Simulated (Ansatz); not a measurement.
Saddle point of GeSiAsH9, closed shell (GeSiH₆ ([SiH3][GeH3]) + AsH₃ → GeAsH₅ ([GeH3][AsH2]) + SiH₄; bonds formed: Ge1–As7, Si2–H6; bonds broken: Ge1–Si2, H6–As7), PBE0-D4/def2-TZVP structure:

Ge1  (-1.235, 0.687, 0.761)
Si2  (0.479, -1.256, 0.429)
H3  (-2.490, 0.615, -0.124)
H4  (-0.719, 2.134, 0.878)
H5  (-1.633, 0.225, 2.188)
H6  (1.113, -0.790, -0.948)
As7  (0.357, 0.947, -1.663)
H8  (0.726, -2.457, 1.304)
H9  (-0.734, -1.715, -0.322)
H10  (1.317, -0.232, 1.127)
H11  (1.278, 0.229, -2.654)
H12  (1.542, 1.614, -0.978)
(Å)

Energies are electronic, without zero-point energy. Barriers and step energies count from the start structure reached by relaxing down the imaginary mode; all methods use the PBE0-D4 structures, on which another method's saddle can fall below an end. Ansatz 0.2.0; basis: def2-TZVPP, with def2-QZVPP for the basis limit; cores frozen in the correlated methods. Filled d shells of the heavier atoms are correlated. The def2 sets are not built for correlating such inner shells, so the correlated values are less sure here. B3LYP uses VWN-RPA correlation. Extrapolation: Hartree–Fock as exp(−7.88 √X), correlation as X^−2.97.

```json
{"method": "SPW92", "barrier (eV)": "2.306", "step energy (eV)": "-0.130"}
{"method": "PBE-D4", "barrier (eV)": "2.506", "step energy (eV)": "-0.170"}
{"method": "BLYP-D4", "barrier (eV)": "2.683", "step energy (eV)": "-0.219"}
{"method": "r2SCAN-D4", "barrier (eV)": "2.773", "step energy (eV)": "-0.197"}
{"method": "B97M-V", "barrier (eV)": "2.930", "step energy (eV)": "-0.137"}
{"method": "PBE0-D4", "barrier (eV)": "?", "step energy (eV)": "-0.188"}
{"method": "B3LYP-D4", "barrier (eV)": "?", "step energy (eV)": "-0.226"}
{"method": "r2SCAN0-D4", "barrier (eV)": "3.007", "step energy (eV)": "-0.212"}
{"method": "BHLYP-D4", "barrier (eV)": "3.365", "step energy (eV)": "-0.250"}
{"method": "CAM-B3LYP-D4", "barrier (eV)": "3.283", "step energy (eV)": "-0.213"}
{"method": "wB97X-V", "barrier (eV)": "?", "step energy (eV)": "-0.204"}
{"method": "wB97M-V", "barrier (eV)": "3.151", "step energy (eV)": "-0.226"}
{"method": "B2PLYP", "barrier (eV)": "3.151", "step energy (eV)": "-0.241"}
{"method": "PBE-QIDH", "barrier (eV)": "3.155", "step energy (eV)": "-0.225"}
{"method": "RPA on PBE", "barrier (eV)": "3.132", "step energy (eV)": "-0.221"}
{"method": "HF", "barrier (eV)": "4.289", "step energy (eV)": "-0.289"}
{"method": "MP2", "barrier (eV)": "3.176", "step energy (eV)": "-0.277"}
{"method": "CCSD", "barrier (eV)": "3.418", "step energy (eV)": "-0.221"}
{"method": "CCSD(T)", "barrier (eV)": "3.194", "step energy (eV)": "-0.219"}
```

Task: Fill in the withheld barriers. (An estimate is asked for; the value comes from the calculation.)

Result: Computed: wB97X-V 3.342; B3LYP-D4 2.961; PBE0-D4 2.851 eV. Each is the energy of the saddle less that of the start structure, by the same method.

For comparison, the barrier by CCSD(T) at an estimated basis limit (MP2 extrapolated from triple and quadruple zeta, plus CCSD(T) − MP2 in triple zeta) is 3.119 eV.

T1 diagnostic: at most 0.015. The restricted Hartree–Fock reference is unstable towards an unrestricted one at one or more of these structures.

Labels in which every atom is bracketed show which atoms are joined, not bond orders.

For scale, one of the runs: CCSD(T)/def2-TZVPP, 264 basis functions, launched by `ansatz run in.yaml --threads 8 --pin off --events-out ev --progress --plain --max-ram 19148MiB`. Hardware: 8 CPU threads of an Arm Neoverse V2, shared host. Wall time 2.9 min; peak host memory 6.2 GiB.
